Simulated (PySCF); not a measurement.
## Broadened absorption spectrum of C7H8FNSi

Species: C₇H₈FNSi.
Geometry (PBE0-D3(BJ)/def2-SVP, Å), atoms numbered from 1 in this order:
```
atom  x, y, z in Å
C1     3.3691    1.4540   -0.0135
C2     2.0942    0.7614    0.0163
C3     1.0334    0.1658    0.0441
C4    -0.2118   -0.4977    0.0630
C5    -0.5348   -1.8112    0.3634
F6     0.3347   -2.7399    0.7207
C7    -1.9279   -1.9918    0.2281
C8    -2.4294   -0.7658   -0.1563
N9    -1.4066    0.1422   -0.2566
Si10  -1.5275    1.8503   -0.7350
H11    4.1688    0.8004    0.3686
H12    3.3509    2.3597    0.6134
H13    3.6438    1.7547   -1.0373
H14   -2.4853   -2.9103    0.3941
H15   -3.4564   -0.4739   -0.3666
H16   -0.7463    2.0939   -1.9777
H17   -1.0383    2.7281    0.3622
H18   -2.9817    2.0637   -0.9744
```

Theory: TDDFT CAM-B3LYP/def2-SVPD, vertical, gas phase, core orbitals frozen in the response in PySCF.

Broadening: Gaussians 0.5 eV wide at half height, area fixed by f = 4.319×10⁻⁹ ∫ε dν̃. The width is an assumption, not a result. The curve ends short of the highest state used, and states not computed would add to its high-energy end.

λ (nm), ε (L mol⁻¹ cm⁻¹) and a bar:
```
    200.0       1597 ##
    203.5       2020 ###
    207.1       2051 ###
    210.6       1744 ###
    214.1       1431 ##
    217.7       1567 ##
    221.2       2631 ####
    224.7       5011 ########
    228.3       8872 #############
    231.8      13376 ####################
    235.4      17506 ###########################
    238.9      19752 ##############################
    242.4      19592 ##############################
    246.0      17171 ##########################
    249.5      13527 #####################
    253.1       9540 ##############
    256.6       6194 #########
    260.1       3700 ######
    263.7       2011 ###
    267.2       1036 ##
    270.7        501 #
    274.3        223 
    277.8         96 
    281.4         39
```

Problem. Where are the band maxima, and which computed states make them?

Solution. 240 nm (5.16 eV), ε about 20000, made up of S1 (100%); 206 nm (6.03 eV), ε about 2100, made up of S4 (92%) (ε in L mol⁻¹ cm⁻¹; maxima over ε = 5, shares over 10%). The states used: S1 5.16 eV (f 0.370); S2 5.19 eV (f 0.0003); S3 5.60 eV (f 0.0041); S4 6.03 eV (f 0.036); S5 6.05 eV (f 0.0003); S6 6.15 eV (f 0.0022); S7 6.30 eV (f 0.0003); S8 6.51 eV (f 0.0014); S9 6.72 eV (f 0.0047); S10 6.80 eV (f 0.0041).

Problem. On this curve, what absorbance would a 10⁻⁴ mol/L sample give at 280 nm over a 1 cm path?

Solution. 280 nm is 4.428 eV, where ε is about 55 L mol⁻¹ cm⁻¹, so A = ε c l ≈ 0.0055 (Beer–Lambert, with the gas-phase spectrum and the assumed width).

Problem. What would ε be at 5.16 eV, the highest of these maxima, with half the width (0.25 eV)?

Solution. About 39900 L mol⁻¹ cm⁻¹ against 20000, a factor of about 2.00; a lone state at its own centre would give exactly 2.

Problem. Coming from long wavelengths, where does ε first pass 100 L mol⁻¹ cm⁻¹?

Solution. At about 278 nm (4.47 eV), 0.69 eV below S1.

The vertical ionisation energy (ΔSCF) is 7.70 eV, 0.90 eV above S10.
